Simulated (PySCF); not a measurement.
C2H7BO2Si, SMILES B(O)(O)/C=C\[SiH3], GFN2-xTB optimised geometry.

```
13

O     -0.98    -2.62     0.00
B     -0.34    -1.42     0.00
O      1.01    -1.42     0.00
C     -1.04    -0.02     0.00
C     -0.33     1.11     0.00
Si     1.55     1.17     0.00
H     -1.94    -2.59     0.00
H      1.43    -2.28     0.00
H     -2.13     0.03     0.00
H     -0.86     2.06     0.00
H      1.85     2.62     0.00
H      2.13     0.62    -1.23
H      2.13     0.62     1.22
```

Density from B3LYP/def2-TZVP in PySCF at that geometry.

Minimum of the electron density along straight lines between bonded atoms, close to the bond critical point (lines longer than 1.1 times the sum of covalent radii, or with two minima, are not listed):

```csv
bond,length / Å,ρ at the minimum / e bohr⁻³,∇²ρ there / e bohr⁻⁵,position (fraction from the first atom)
O1–B2,1.364,0.208,[?],0.67
B2–O3,1.351,0.214,[?],0.33
B2–C4,1.562,0.195,[?],0.33
C4–C5,1.333,0.353,-1.09,0.50
C5–Si6,1.886,0.119,0.19,0.61
O1–H7,0.955,0.365,-2.52,0.81
O3–H8,0.958,0.361,-2.49,0.81
C4–H9,1.089,0.280,-0.97,0.64
C5–H10,1.085,0.284,-1.00,0.64
Si6–H11,1.477,0.122,0.18,0.49
Si6–H12,1.462,0.126,0.18,0.49
Si6–H13,1.462,0.126,0.18,0.49
```

Question: What belongs in the gaps?

Answer: 
- O1–B2, ∇²ρ there / e bohr⁻⁵: 0.90
- B2–O3, ∇²ρ there / e bohr⁻⁵: 0.99
- B2–C4, ∇²ρ there / e bohr⁻⁵: -0.32
